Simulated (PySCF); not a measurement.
J couplings in C5H11NO

Cartesian coordinates in Å; atom numbers follow the order of the lines, from 1:
```xyz
18

C    -2.9491    0.1207    0.5219
C    -1.6852   -0.3558   -0.1764
C    -0.4141    0.2294    0.4221
C     0.8480   -0.2464   -0.2724
C     2.1129    0.3653    0.3068
N     3.2705   -0.0809   -0.2534
O     2.1008    1.1897    1.1965
H    -2.9437   -0.1576    1.5878
H    -3.8534   -0.3129    0.0686
H    -3.0427    1.2172    0.4712
H    -1.7353   -0.0986   -1.2496
H    -1.6352   -1.4588   -0.1382
H    -0.3494   -0.0206    1.4940
H    -0.4482    1.3304    0.3866
H     0.9319   -1.3466   -0.2169
H     0.8130   -0.0061   -1.3504
H     3.2861   -0.7621   -0.9972
H     4.1439    0.2999    0.0848
```

Method: B3LYP/pcJ-1 (spin–dipole term only in couplings to heteroatoms)//PBE0-D3(BJ)/def2-SVP, PySCF 2.14.0 with density-fitted response routines; isolated molecule, single conformer, non-relativistic. Couplings are averaged over pairs made equivalent by symmetry, fast rotation or ring inversion, so a value needn't be that of the named pair in this geometry, while other rotamers aren't included; one pair stands for each set, and the list holds a selection of those of at least 0.8 Hz over up to four bonds, among pairs with at least one C or N or H atom (others weren't computed).

Isotopes: $^{13}$C, $^{1}$H, $^{15}$N, $^{17}$O. Couplings to quadrupolar nuclei such as 17O and 33S are rarely resolved in practice.

```csv
pair,bonds,J (Hz)
"C1, C2",1,37.3
"C1, H8",1,?
"C2, C3",1,?
"C2, H11",1,128.7
"C3, C4",1,40.4
"C3, H13",1,133.9
"C4, C5",1,51.8
"C4, H15",1,?
"C5, N6",1,-16.5
"C5, O7",1,28.8
"N6, H17",1,?
"N6, H18",1,-96.0
"C1, H11",2,-3.5
"C3, C5",2,?
"C4, O7",2,-1.9
"C5, H15",2,-5.3
"C5, H17",2,?
"H8, H9",2,?
"H15, H16",2,-18.8
"H17, H18",2,7.6
"C1, H13",3,2.8
"C4, H11",3,2.4
"C4, H18",3,6.9
"O7, H17",3,-1.1
"O7, H18",3,1.2
"H8, H11",3,?
```

Q: Estimate the withheld couplings, with signs.

A: 
- $^{1}J$(C1,H8) = 131.7 Hz (bond length 1.102 Å, sp3 carbon)
- $^{1}J$(C2,C3) = 37.1 Hz (bond length 1.522 Å)
- $^{1}J$(C4,H15) = 127.4 Hz (bond length 1.105 Å, sp3 carbon)
- $^{1}J$(N6,H17) = -94.7 Hz (bond length 1.009 Å)
- $^{2}J$(C3,C5) = -1.0 Hz (angle at C4 113°)
- $^{2}J$(C5,H17) = 5.9 Hz (angle at N6 123°)
- $^{2}J$(H8,H9) = -14.0 Hz
- $^{3}J$(H8,H11) = 8.2 Hz (mean over equivalent pairs that range from 3.7 to 16.5 Hz in this conformer)
